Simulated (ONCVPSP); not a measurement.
Plane-wave convergence, ONCV potential for S

- Element: sulfur (S)
- Generator: ONCVPSP 4.0.1
- Type: optimised norm-conserving Vanderbilt (ONCV)
- Functional: LDA (Perdew-Wang 92)
- Relativity: scalar-relativistic
- Frozen core: [Ne]
- Valence charge: 6
- Reference configuration: 3s2 3p4
- Partial waves: 3s: rc 1.55 bohr, ncon 4, nbas 8, qcut 3.4 1/bohr, 2 projectors, debl 1.9 Ha; 3p: rc 1.55 bohr, ncon 4, nbas 9, qcut 5.2 1/bohr, 2 projectors, debl 1.2 Ha; d scattering state at 0.13 Ha: rc 1.30 bohr, ncon 4, nbas 7, qcut 8.3 1/bohr, 1 projector
- Local potential: polynomial inside 1.20 bohr (lpopt 3, dvloc0 2 Ha)
- Core correction: Teter function, fcfact 1.5, rcfact 1.05

**Question.** For each optimised wave give the share of its norm inside rc, the residual kinetic energy above qcut (Ha) and the cutoffs (Ha) for errors of 10, 1, 0.1 and 0.01 mHa per electron.

**Answer.**

```tsv
wave	norm inside rc	residual KE	10 mHa	1 mHa	0.1 mHa	0.01 mHa
3s	0.468	2.0e-02	7.8	59.8	73.4	98.5
s projector 2	0.083	2.0e-02	7.0	19.9	59.9	97.6
3p	0.315	1.1e-04	4.1	6.0	14.0	84.8
p projector 2	0.187	2.1e-04	4.9	6.8	26.2	134.7
d projector 1	0.026	2.3e-05	9.9	20.6	29.3	51.2
```

The occupied waves need 60 Ha and 73 Ha for 1 and 0.1 mHa.
